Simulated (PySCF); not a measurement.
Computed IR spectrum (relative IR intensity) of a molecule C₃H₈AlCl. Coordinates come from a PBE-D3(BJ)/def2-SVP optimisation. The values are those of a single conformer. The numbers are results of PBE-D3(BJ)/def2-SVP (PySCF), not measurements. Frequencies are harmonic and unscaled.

| ν (cm⁻¹) | relative intensity |
|---|---|
| 134 | 2.6 |
| 152 | 3.3 |
| 227 | 2.7 |
| 289 | 6.5 |
| 432 | 10 |
| 573 | 21 |
| 637 | 45 |
| 664 | 56 |
| 696 | 100 |
| 928 | 5.9 |
| 1022 | 13 |
| 1163 | 13 |
| 1171 | 3.8 |
| 1347 | 3.7 |
| 1369 | 2.7 |
| 1420 | 3.0 |
| 1429 | 4.5 |
| 2937 | 11 |
| 2961 | 30 |
| 2978 | 5.6 |
| 3040 | 15 |
| 3055 | 13 |
| 3072 | 3.8 |

### Question
Which structure fits?
A. C[CH](C)[AlH][Cl]
B. CC[CH2][AlH][Cl]
C. C[CH2][Al]([CH3])[Cl]

### Answer
C, C[CH2][Al]([CH3])[Cl]
